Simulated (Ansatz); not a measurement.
Relaxation of CH5BO2SSi (11 atoms, charge 0, multiplicity 1), to a largest force component of 0.02 eV/Å in at most 40 steps.

The calculation used RKS PBE0-D4/STO-3G in Ansatz.

```xyz
11
Properties=species:S:1:pos:R:3
S -1.115 0.321 -2.467
B -1.089 -0.487 -0.799
O -0.042 -1.456 -0.567
C 0.963 -0.749 0.265
Si -0.135 0.497 1.147
O -1.616 0.237 0.366
H -0.061 1.218 -2.157
H 1.715 -0.251 -0.351
H 1.358 -1.440 1.038
H 0.349 1.870 0.928
H -0.263 0.182 2.616
```

Q: Where does it end, and by what steps?

A: It converged. Limits of this set-up: minimal basis. After 14 steps the energy has fallen by 2.415 eV; H7 moved furthest, 2.04 Å.

```
step  energy less start (eV)  largest force component (eV/Å)  accepted
   0                  0.0000                           2.973       yes
   1                 -0.7919                           1.613       yes
   2                 -1.1678                           1.190       yes
   3                 -1.4678                           0.610       yes
   4                 -1.6890                           0.565       yes
   5                 -1.8453                           0.366       yes
   6                 -1.9550                           0.255       yes
   7                 -2.0287                           0.416       yes
   8                 -2.0905                           1.009       yes
   9                 -2.1921                           0.548       yes
  10                 -2.2782                           0.747       yes
  11                 -2.3579                           0.406       yes
  12                 -2.4003                           0.229       yes
  13                 -2.4145                           0.095       yes
  14                 -2.4151                           0.018       yes
```

```xyz
11
Properties=species:S:1:pos:R:3
S -1.685 0.411 -2.444
B -0.750 0.226 -0.932
O 0.404 -0.563 -0.958
C 1.052 -0.609 0.364
Si -0.042 0.466 1.467
O -1.161 0.847 0.223
H -0.847 -0.366 -3.170
H 2.087 -0.235 0.264
H 1.114 -1.663 0.691
H 0.591 1.666 1.969
H -0.698 -0.237 2.548
```

Time of the run: 120 s on 1 thread of AMD EPYC (Zen 3) (shared host), peak memory 0.17 GiB.
